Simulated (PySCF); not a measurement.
Correlation energy of F⁺ (fluorine, charge +1)

[He] 2s1 2p5, high-spin 3P determinant (an excited configuration). Calculation: PySCF 2.14, in def2-TZVPPD; no relativity, point nucleus. Frozen: 1s2; 6 electrons correlated.

MP2 pair energies summed by pair of shells (mhartree):

| pair | energy | share (%) |
| --- | --- | --- |
| 2p-2p | -153.75 | 87.2 |
| 2s-2p | -22.66 | 12.8 |

Total MP2 correlation energy: -176.40 mhartree.

Same-spin part -38.61 and opposite-spin part -137.79 mhartree; SCS-MP2 scales them by 1/3 and 6/5 to -178.22 mhartree.
